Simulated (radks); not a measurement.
Question: Radial electron density D(r) = 4 pi r^2 rho(r) of an atom or ion with 3 electrons. Method: Dirac Kohn-Sham, relativistic LDA (MacDonald-Vosko exchange, VWN5 correlation), spin-unpolarised, spherical densities, finite nucleus; Fermi nuclear charge, rms radius of each element as measured or else 0.836 A^(1/3) + 0.57 fm; computed with a radial shooting solver on a logarithmic mesh with Libxc functionals.

```
   r/bohr * D(r) (the largest magnitude, 13.9, reaches the edge; | marks zero)
  0.01014 |     *
  0.01229 |       *
  0.01501 |          *
  0.01819 |             *
  0.02204 |                  *
   0.0267 |                        *
  0.03235 |                              *
  0.03951 |                                      *
  0.04788 |                                             *
  0.05801 |                                                   *
  0.07029 |                                                      *
  0.08585 |                                                      *
    0.104 |                                                 *
    0.126 |                                         *
   0.1527 |                              *
   0.1851 |                    *
    0.226 |            *
   0.2739 |        *
   0.3318 |       *
   0.4021 |        *
   0.4911 |       *
    0.595 |     *
    0.721 |   *
   0.8736 |*
    1.059 *
    1.293 *
    1.567 *
```

What is the nuclear charge?

Answer: Z = 13. The innermost maximum, from 1s, lies near gamma/Z bohr with gamma = sqrt(1 - (Z/c)^2) = 0.995, here 0.0766 bohr (found: 0.0774), and its height grows with Z. The density is that of the aluminium ion Al10+ in [He] 2s1; the configuration itself is not fixed sharply by these data, and Z only to about a unit. D(r) has 2 maxima, at r = 0.0774, 0.422 bohr, and minima at 0.314 bohr, inside which lie 2.11 electrons.
